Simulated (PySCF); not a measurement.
Ti(F)3(Cl)(NH3) (ClF3H3NTi), SMILES [NH3]->[Ti]([F])([F])([F])[Cl], multiplicity 1. Heavy atoms are numbered as in [Ti:1]([F:2])([F:3])([F:4])([Cl:5])<-[NH3:6]. Hydrogens are named by the atom that carries them.

Geometry optimised at B3LYP-D3(BJ)/def2-SVP. The multiplicity is an assumed one; other spin states were not compared.

These are CAM-B3LYP/def2-TZVP (PySCF) values and carry that method's errors.

ESP charges are fitted to the potential on shells at 1.4 to 2.0 van der Waals radii. Atomic charges (e), one atom of each kind:

| atom | Löwdin | meta-Löwdin | ESP fit |
|---|---|---|---|
| Ti1 | 0.12 | 1.59 | (withheld) |
| F2 | -0.18 | -0.45 | -0.33 |
| Cl5 | 0.08 | -0.43 | -0.30 |
| N6 (NH3) | -0.20 | -0.58 | (withheld) |
| H on N6 | 0.17 | 0.25 | (withheld) |

What belongs in the gaps? (An estimate is asked for; the answer gives what the named calculation found.)


- Ti1, ESP fit: 1.14
- N6 (NH3), ESP fit: -0.89
- H on N6, ESP fit: 0.34
